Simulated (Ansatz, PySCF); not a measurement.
Dissociation curve of SMILES B (H₃B). The B1–H4 bond (B1 also carries H, H; H4 carries nothing else) is pulled apart rigidly from the PBE0/def2-TZVP optimised geometry.

Levels: RKS-BLYP = restricted BLYP/cc-pVDZ in Ansatz (a program for electronic structure); UHF/cc-pVDZ (Ansatz); UCCSDT = CCSDT on UHF/cc-pVDZ, frozen core in Ansatz; UHF/6-31G* = unrestricted Hartree-Fock/6-31G*, spherical d (PySCF 2.14.0); UKS-B3LYP/6-31G* = unrestricted B3LYP/6-31G*, spherical d run with PySCF 2.14.0.

Energies are in kJ/mol, each relative to the lowest point of its own curve near equilibrium.

| R / Å | RKS-BLYP | UHF | UCCSDT | UHF/6-31G* | UKS-B3LYP/6-31G* |
|---|---|---|---|---|---|
| 0.90 | 187.0 | 187.2 | 192.7 | 176.8 | 176.0 |
| 0.97 | 97.4 | 95.7 | 100.3 | 88.4 | 88.9 |
| 1.00 | 70.3 | 68.2 | 72.3 | 62.1 | 62.9 |
| 1.07 | 27.3 | 25.1 | 27.9 | 21.5 | 22.6 |
| 1.12 | 10.1 | 8.5 | 10.2 | (withheld) | 7.3 |
| 1.16 | 2.6 | 1.9 | 2.6 | 1.0 | 1.4 |
| 1.19 | 0.0 | 0.0 | 0.0 | 0.0 | 0.0 |
| 1.24 | 0.4 | 1.9 | (withheld) | 3.2 | (withheld) |
| 1.27 | 3.0 | 5.5 | 3.5 | (withheld) | 6.0 |
| 1.29 | 5.5 | 8.8 | 6.2 | 11.2 | 9.3 |
| 1.38 | 23.5 | 30.6 | 25.4 | 34.7 | 30.5 |
| 1.48 | 51.9 | 63.9 | 55.7 | 69.5 | 62.2 |
| 1.59 | 88.7 | 106.8 | 94.6 | 113.5 | 102.4 |
| 1.76 | 149.3 | 178.1 | 158.0 | 186.0 | 168.0 |
| 1.95 | 215.3 | 254.6 | 225.3 | 262.7 | 239.6 |
| 2.16 | 281.3 | 306.5 | 289.5 | 313.9 | 311.9 |
| 2.39 | 343.4 | 336.1 | 344.5 | 343.2 | 376.0 |
| 2.62 | 394.7 | 350.9 | — | 358.2 | 414.9 |
| 2.92 | 447.3 | 359.8 | — | 367.3 | 442.5 |
| 3.22 | 486.3 | 363.4 | — | 371.2 | 456.3 |
| 3.62 | 522.7 | 365.2 | — | 373.2 | (withheld) |
| 4.17 | (withheld) | 365.8 | — | 374.1 | — |

**Question.** What belongs in the gaps?

**Answer.** 
- 1.12, UHF/6-31G*: 6.5
- 1.24, UCCSDT: 0.6
- 1.24, UKS-B3LYP/6-31G*: 2.3
- 1.27, UHF/6-31G*: 7.5
- 3.62, UKS-B3LYP/6-31G*: 464.6
- 4.17, RKS-BLYP: 553.2

A dash means that the run gave no value there, or that the column was ended at a point which the program doubted or which failed a test of continuity chosen for this set; such a test can also cut sound points.

The restricted form behind RKS-BLYP keeps the bonding electrons paired and can't separate into open-shell fragments. The unrestricted determinant behind UHF, UCCSDT, UHF/6-31G* is spin-contaminated at 1.95 to 4.17 Å (<S²> up to 1.0, against 0.00 for a pure singlet). The unrestricted solution behind UKS-B3LYP/6-31G* changes between 3.62 and 4.17 Å, which can leave a kink. The unrestricted determinant behind UKS-B3LYP/6-31G* is spin-contaminated at 2.39 to 3.62 Å (<S²> up to 1.0, against 0.00 for a pure singlet).
